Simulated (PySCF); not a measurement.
# How methods differ on the excitation energy of Ti

Ti [Ar] 3d2 4s2 (3F) → Ti [Ar] 3d4 (5D), as a difference of total energies. Calculation: PySCF 2.14, in x2c-TZVPPall (6s5p4d2f1g, 64 functions); scalar relativity by spin-free X2C-1e. Correlated levels: valence and next inner shell: [Ne] frozen. The calculations carry no spin-orbit coupling.

```csv
method,excitation energy (eV)
UHF,4.570
MP2 (valence and next inner shell),3.293
SCS-MP2 (valence and next inner shell),4.400
CCSD (valence and next inner shell),3.901
CCSD(T) (valence and next inner shell),3.837
```

How much does correlation contribute at CCSD(T) (valence and next inner shell)?

3.837 − (4.570) = -0.733 eV, measured against UHF.

A first-order spin-orbit estimate (lowest level to lowest level, LS coupling) adds 0.014 eV.
